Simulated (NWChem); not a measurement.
System: GaHOBrCl; SMILES [OH][Ga]([Cl])[Br]

The following NWChem deck was run.

```
start job
memory heap 200 mb stack 900 mb global 1100 mb
geometry units angstroms noautoz
  Ga     0.385354    -0.419203     0.000000
  Cl    -0.930625    -2.129662     0.000000
  Br    -0.453747     1.704227     0.000000
  O      2.156581    -0.655111     0.000000
  H      2.373556    -1.602483     0.000000
end
basis spherical
  * library def2-svpd
end
dft
  xc pbe0
  iterations 150
end
tddft
  cis
  nroots 6
  notriplet
end
task tddft energy
```

NWChem printed, in part:

```
             Northwest Computational Chemistry Package (NWChem) 7.3.0
             --------------------------------------------------------

 CS  symmetry detected

                             Geometry "geometry" -> ""
                             -------------------------

 Output coordinates in angstroms (scale by  1.889725989 to convert to a.u.)

  No.       Tag          Charge          X              Y              Z
 ---- ---------------- ---------- -------------- -------------- --------------
    1 Ga                  31.0000     0.33591876    -0.49685363     0.00000000
    2 Cl                  17.0000    -1.15419283    -2.05795521     0.00000000
    3 Br                  35.0000    -0.27303582     1.70365081     0.00000000
    4 O                    8.0000     2.07209625    -0.91944729     0.00000000
    5 H                    1.0000     2.18728029    -1.88449884     0.00000000

 Effective nuclear repulsion energy (a.u.)     617.1717948856

      Symmetry information
      --------------------

 Group name             Cs
 Group number              2
 Group order               2
 No. of unique centers     5

                                 NWChem DFT Module
                                 -----------------

 Summary of "ao basis" -> "ao basis" (spherical)
 ------------------------------------------------------------------------------
       Tag                 Description            Shells   Functions and Types
 ---------------- ------------------------------  ------  ---------------------
 Ga                        def2-svpd                14       38   6s4p4d
 Cl                        def2-svpd                11       27   5s4p2d
 Br                        def2-svpd                15       41   6s5p4d
 O                         def2-svpd                 9       23   4s3p2d
 H                         def2-svpd                 4        8   2s2p

      Symmetry analysis of basis
      --------------------------

        a'         95
        a"         42

[...]

                                NWChem TDDFT Module
                                -------------------

            General Information
            -------------------
           No. of orbitals :     274
            Alpha orbitals :     137
             Beta orbitals :     137
        Alpha frozen cores :       0
         Beta frozen cores :       0
     Alpha frozen virtuals :       0
      Beta frozen virtuals :       0
         Spin multiplicity :       1
    Number of AO functions :     137
        Use of symmetry is : off
      Symmetry adaption is : on
         Schwarz screening :  0.10D-07

              XC Information
              --------------
                  PBE0 Method XC Functional
              Hartree-Fock (Exact) Exchange   0.25
   PerdewBurkeErnzerhof Exchange Functional   0.75
     Perdew 1991 LDA Correlation Functional   1.00 local
    PerdewBurkeErnz. Correlation Functional   1.00 non-local

             TDDFT Information
             -----------------
          Calculation type : Tamm-Dancoff TDDFT
         Wavefunction type : Restricted singlets
          No. of electrons :      92
           Alpha electrons :      46
            Beta electrons :      46
              No. of roots :       6
          Max subspacesize :    5200
            Max iterations :     100
               Target root :       1
           Target symmetry : none
      Symmetry restriction : off
                 Algorithm : Optimal
        Davidson threshold :  0.10D-03

    6 smallest eigenvalue differences (eV)
--------------------------------------------------------
  No. Spin  Occ  Vir  Irrep   E(Occ)    E(Vir)   E(Diff)
--------------------------------------------------------
    1    1   46   47 a'       -0.329    -0.079     6.814
    2    1   45   47 a"       -0.334    -0.079     6.958
    3    1   44   47 a'       -0.352    -0.079     7.425
    4    1   43   47 a"       -0.354    -0.079     7.495
    5    1   46   48 a"       -0.329    -0.046     7.712
    6    1   45   48 a'       -0.334    -0.046     7.857
--------------------------------------------------------

  Entering Davidson iterations
  Restricted singlet excited states

  Iter   NTrls   NConv    DeltaV     DeltaE      Time
  ----  ------  ------  ---------  ---------  ---------
    1      6       0     0.12E+00   0.10+100       95.3
    2     12       0     0.27E-01   0.26E-01       77.5
    3     18       0     0.11E-01   0.11E-02       66.3
    4     24       0     0.42E-02   0.14E-03       74.2
    5     30       0     0.46E-02   0.43E-04       63.2
    6     36       4     0.36E-02   0.26E-04       74.6
    7     38       5     0.12E-02   0.15E-04       64.8
    8     39       5     0.24E-03   0.17E-05       66.6
    9     40       6     0.79E-04   0.70E-07       73.9
  ----  ------  ------  ---------  ---------  ---------
  Convergence criterion met

  Ground state a'      -5033.656616451164 a.u.

  ----------------------------------------------------------------------------
  Root   1 singlet a'             0.201879117 a.u.                5.4934 eV
  ----------------------------------------------------------------------------
     Transition Moments    X  0.29183   Y  0.26106   Z  0.00000
     Dipole Oscillator Strength                    0.0206337953
     Electric Quadrupole                           0.0000000021
     Magnetic Dipole                               0.0000000143
     Total Oscillator Strength                     0.0206338117

[...]
```

Level: PBE0/def2-SVPD, TDA. Structure relaxed at the B3LYP/6-31G* (spherical d) level.
